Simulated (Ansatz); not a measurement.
Vertical ionisation energy (eV) of eight silicon and germanium compounds: PBE beside CAM-B3LYP, computed with Ansatz (an electronic-structure program) for isolated molecules in the bases named; differences from unrounded values. The eight are the first of their class met in an unordered collection, after screening for sound electronic states; none was chosen by its value. Functionals give these values as differences of separate SCF runs (ΔSCF), EOM-CCSD as a root; each molecule has one DFT geometry for both levels.

| molecule | basis | CAM-B3LYP | PBE | difference |
|---|---|---|---|---|
| Si(H)(SiH3) (H4Si2), SMILES [SiH][SiH3] (connectivity only; charge and spin as stated), neutral, multiplicity 1 | def2-TZVPD | 8.77 | 8.65 | -0.12 |
| ethenoxysilane (C2H6OSi), SMILES C(O[SiH3])=C | def2-SVPD | 9.19 | 8.98 | -0.21 |
| difluoromethyl(fluoro)silane (CH₃F₃Si), SMILES C([SiH2]F)(F)F | def2-SVPD | 11.71 | 10.93 | -0.77 |
| Si(AsH2)2(F)(H) (As2FH5Si), SMILES F[SiH]([AsH2])[AsH2] | def2-SVPD | 9.43 | 9.05 | -0.39 |
| SiFCl₂Br, SMILES F[Si](Cl)(Br)Cl | def2-SVPD | 11.63 | 10.87 | -0.76 |
| Se(OH)(OSiH3) (H4O2SeSi), SMILES O[Se]O[SiH3] | def2-SVPD | 9.28 | 8.90 | -0.38 |
| Si(H)(Cl)(vinyl)(NH2) (C2H6ClNSi), SMILES [SiH](N)(Cl)C=C | def2-SVPD | 10.20 | 9.50 | -0.70 |
| C2H6ClFSi, SMILES F[C@@H](Cl)C[SiH3] | def2-SVPD | 11.26 | 10.48 | -0.78 |

PBE lies below CAM-B3LYP in 8 and above it in 0 of the eight; the mean signed difference is -0.51 and the largest -0.78 eV.
